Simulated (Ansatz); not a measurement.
`S[CH2][ZnH]` + `CO[SiH3]` → `[SiH3]O[CH2][ZnH]` + CH₃SH  (formal exchange of groups at a Zn–C bond)

Gas-phase electronic energies from Ansatz, PBE0-D4/def2-TZVP geometries. CCSD(T)/CBS adds triple-zeta CCSD(T) − MP2 to the extrapolated MP2 energy (def2 sets, frozen cores). This one scheme is used for every species. DFT in def2-TZVPP. HSE06 is defined as in plane-wave codes. For Zn outer-core shells are correlated without core-valence functions, which leaves a few kJ/mol of doubt a bond. Scalar relativity is left out up to krypton. One conformer a species, not always the lowest.

`S[CH2][ZnH]`:

```xyz
7

S     0.688   -1.188   -1.077
C    -0.379    0.212   -0.608
Zn    0.137    0.795    1.179
H     0.503   -1.963    0.004
H    -1.429   -0.041   -0.759
H    -0.128    0.996   -1.328
H     0.608    1.189    2.590
```

`CO[SiH3]`:

Cartesian coordinates in Å:
```
C 0.050 -1.216 0.610
O -0.194 0.163 0.756
Si -0.075 1.215 -0.498
H -0.638 -1.672 -0.112
H -0.098 -1.695 1.579
H 1.078 -1.410 0.281
H -0.407 2.553 0.042
H -1.019 0.849 -1.592
H 1.304 1.213 -1.065
```

`[SiH3]O[CH2][ZnH]`:

Cartesian coordinates in Å:
```
Si 0.257 -0.646 1.640
O 0.184 -0.593 -0.001
C -0.210 0.623 -0.655
Zn -0.185 0.280 -2.591
H 0.690 -2.015 2.008
H -1.075 -0.347 2.238
H 1.228 0.359 2.159
H 0.474 1.438 -0.382
H -1.209 0.928 -0.314
H -0.154 -0.026 -4.102
```

CH₃SH:

Z-matrix (Å, degrees):
```
C
S 1 1.806
H 1 1.089 2 111.5
H 1 1.089 2 111.5 3 -123.8
H 1 1.090 2 106.2 3 118.1
H 2 1.342 1 97.1 3 61.9
```

| level | ΔE (kcal/mol) | difference from CCSD(T)/CBS |
| --- | --- | --- |
| LDA (SPW92) | 3.9 | -0.1 |
| revPBE-D4 | 3.2 | -0.8 |
| BLYP-D4 | 2.9 | -1.1 |
| B97M-V | 3.6 | -0.4 |
| HSE06-D4 | 3.8 | -0.2 |
| CAM-B3LYP-D4 | 3.1 | -0.9 |
| ωB97X-V | 3.3 | -0.7 |
| revPBE | 3.3 | -0.7 |
| PBE0 | 3.8 | -0.2 |
| r2SCAN0 | 4.2 | 0.2 |
| RPA@PBE/def2-TZVPP | 3.1 | -0.9 |
| MP2/def2-TZVPP | 4.1 | 0.1 |
| SCS-MP2/def2-TZVPP | 3.8 | -0.2 |
| MP2/def2-QZVPP | 4.3 | 0.3 |
| SCS-MP2/def2-QZVPP | 4.0 | 0.0 |
| CCSD/CBS(def2) | 3.9 | -0.1 |
| CCSD(T)/CBS | 4.0 | 0 |

Largest T1 diagnostic among the species: 0.014.

Leaving LDA and LC-ωPBE aside and taking each functional with its dispersion term where it has one, the values, not all of them listed here, spread over 1.3 kcal/mol, from BLYP-D4 to r2SCAN0-D4. At CCSD(T), def2-SVP lies −0.9 kcal/mol from the extrapolated value and def2-TZVPP −0.4 kcal/mol. From BLYP to BHLYP (50 % exact exchange), in def2-TZVPP and without D4, ΔE moves by +0.7 kcal/mol.
